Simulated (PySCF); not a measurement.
Sb(SiH3)(TeH)2 (H₅SbSiTe₂), SMILES [SiH3][Sb]([TeH])[TeH].

Geometry optimised at PBE0-D3(BJ)/def2-SVP. The def2 effective core potentials stand for the cores of Sb, Te; spin–orbit coupling is left out.

These are r2SCAN/def2-TZVP (PySCF) values and carry that method's errors.

Gas-phase values at a fixed geometry.

```
Quantity                                                                                                          Result
---------------------------------------------------------------------------------------------  -------------------------
total energy                                                                                         -1069.14500 hartree
highest occupied level                                                                                          -5.55 eV
lowest empty level                                                                                              -2.56 eV
orbital gap                                                                                                      2.98 eV
dipole moment                                                                                                     0.97 D
quadrupole, principal values (traceless, Buckingham form, about the centre of nuclear charge)     -3.68, -1.69, 5.37 D·Å
mean static polarisability                                                                        160.4 bohr³ (23.77 Å³)
polarisability, principal values                                                               125.9, 154.3, 201.1 bohr³
```
